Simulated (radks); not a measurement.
Values are calculated unless marked as measured or tabulated.
Spherical jellium clusters: N electrons in a uniform positive sphere of charge N and radius rs N^(1/3), rs = 2.42 bohr. Level of theory: non-relativistic Kohn-Sham, LDA (Slater exchange, Perdew-Wang correlation), spin-polarised, spherical densities (a radial shooting solver with Libxc functionals). Levels are named by radial order and angular momentum (1s, 1p, 1d, 2s, ...), and open shells are averaged over m.

N = 24, configuration 1s2 1p6 1d10 2s2 1f(up 4, down 0). This is the lowest configuration that the search found. Occupied and some empty levels:

level,occupation,eigenvalue (eV),<r> (bohr)
1s up,1,-10.005,4.216
1s down,1,-9.7766,4.098
1p up,3,-8.0240,5.113
1p down,3,-7.6820,5.047
1d up,5,-5.6432,5.805
1d down,5,-5.2406,5.784
2s up,1,-4.8000,5.137
2s down,1,-4.5536,5.197
1f up,4,-2.9990,6.510
1f down,0,-2.5818,6.550
2p up,0,-2.2098,6.801
2p down,0,-1.9818,6.920
2d up,0,-0.34748,10.11
1g up,0,-0.29702,7.623
2d down,0,-0.20489,10.81

Energy (eV): total -23.7567, kinetic 103.10, external -2610.3, Hartree 1268.1, exchange-correlation -131.86, background 1347.2.
